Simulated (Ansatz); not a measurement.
Molecule: C$_{2}$H$_{7}$Si (charge 0, doublet). It need not be the lowest isomer of its formula. 
Structure (B3LYP-D3(BJ)/def2-TZVP (Ansatz, a program for electronic structure) minimum search):
```xyz
10

C     -1.7255    -0.5109     0.1624
C     -0.5631     0.3864     0.4233
Si     1.1297     0.1176    -0.2512
H     -2.5446     0.0310    -0.3268
H     -2.1420    -0.9052     1.0977
H     -1.4693    -1.3626    -0.4701
H     -0.7613     1.2484     1.0535
H      1.6656    -1.2051     0.1693
H      2.0492     1.1808     0.2178
H      1.1176     0.1137    -1.7391
```
Charge 0, spin multiplicity 2.

Computed values are from Ansatz. Correlated levels leave the core frozen unless marked. UHF or UKS for open shells. No spin-orbit coupling. Non-relativistic. Basis-set limits of correlation are two-point, X^-3; Hartree-Fock from the larger set.

Q: What is the dipole moment at CCSD(T)/aug-cc-pV(D+d)Z?

A: 1.07 D.

Q: What is the atomisation energy De at CCSD(T)/CBS(aug-cc-pV(T+d)Z,aug-cc-pV(Q+d)Z)?

A: 815.7 kcal/mol.

Q: What is the total energy at CCSD(T)/CBS(aug-cc-pV(T+d)Z,aug-cc-pV(Q+d)Z)?

A: -369.3180 Eh.

Q: What is the T1 diagnostic at CCSD/aug-cc-pV(Q+d)Z?

A: 0.013.
